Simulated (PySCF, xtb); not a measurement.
C₄H₇B, SMILES C#CB(C)C.

GFN2-xTB run with xtb at its own geometry gives an orbital gap of 3.87 eV and a dipole moment of 0.20 D.

Geometry optimised at B3LYP-D3(BJ)/def2-SVP.

What does PySCF with PBE/def2-TZVP give? (The exact figures need the calculation; the answer reports its results.)

gap 4.12 eV (levels -6.52 and -2.40 eV), dipole 0.00 D.
